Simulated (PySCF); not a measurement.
**Mayer bond orders and bond lengths**

Compound: C₇H₄F₃ (charge -1).
Atom-mapped SMILES: `[C-:1]#[C:2]/[C:3](=[CH:4]/[CH3:5])[C:6]([F:7])=[C:8]([F:9])[F:10]` (hydrogens: H11 on C4; H12, H13, H14 on C5)

Geometry (GFN2-xTB, Å), atoms numbered from 1 in this order:
```xyz
14
C7H4F3 angstrom
C     -0.8142    2.7814   -1.9619
C     -0.4782    1.8454   -1.2256
C     -0.0313    0.7929   -0.3905
C      1.2388    0.3609   -0.2713
C      1.6998   -0.7390    0.6346
C     -1.1426    0.2013    0.3710
F     -1.5979    0.8897    1.4617
C     -1.8472   -0.8735    0.0182
F     -2.9777   -1.3291    0.6122
F     -1.5313   -1.6881   -1.0045
H      2.0035    0.8356   -0.8727
H      0.8808   -1.1071    1.2515
H      2.0982   -1.5806    0.0586
H      2.4985   -0.3903    1.2967
```

Bond orders from the PBE0/pcSseg-1 density (PySCF). Isolated species at its GFN2-xTB geometry (one conformer only). The pcSseg-1 basis has no diffuse functions, a weakness for an anion.

**Question.** Where do the orders between heavy atoms depart from those drawn in the SMILES?

**Answer.** The largest departure is 0.392, at C1–C2 (drawn triple, 3.392).

**Question.** Set the Mayer orders of the bonds between heavy atoms beside their lengths.

**Answer.** 
```
  bond  drawn as  length (Å)  Mayer order
 C1–C2    triple       1.237        3.392
 C2–C3    single       1.416        1.006
 C3–C4    double       1.347        1.739
 C4–C5    single       1.498        1.072
 C3–C6    single       1.471        1.028
 C6–F7    single       1.368        0.949
 C6–C8    double       1.333        1.729
 C8–F9    single       1.356        0.960
C8–F10    single       1.345        1.002
```

By pair of heavy elements: C–C: lowest C2–C3 (1.006, 1.416 Å), highest C1–C2 (3.392, 1.237 Å); in 3 of the 15 pairs the longer bond (by over 0.003 Å) has the higher order (by 0.02 or more). C–F: lowest C6–F7 (0.949, 1.368 Å), highest C8–F10 (1.002, 1.345 Å).

**Question.** And the bonds to hydrogen?

**Answer.** C–H: 0.95 to 0.96 (4 bonds).

**Question.** Sum the orders of all bonds at each heavy atom with more than one neighbour and set the sums beside the valence in the SMILES.

**Answer.** C2 4.398 (drawn 4), C3 3.773 (drawn 4), C4 3.767 (drawn 4), C5 3.941 (drawn 4), C6 3.706 (drawn 4), C8 3.691 (drawn 4). Orders between atoms that aren't bonded are not in these sums.

For a closed shell the Mayer order of atoms A and B is Σ (PS)μν (PS)νμ over the basis functions μ on A and ν on B, with P the density and S the overlap matrix.

The run behind these numbers computed NMR shieldings as well. Time: 23 s wall; peak memory 0.90 GiB. Hardware: Arm Neoverse V2, one thread, no GPU (shared host).
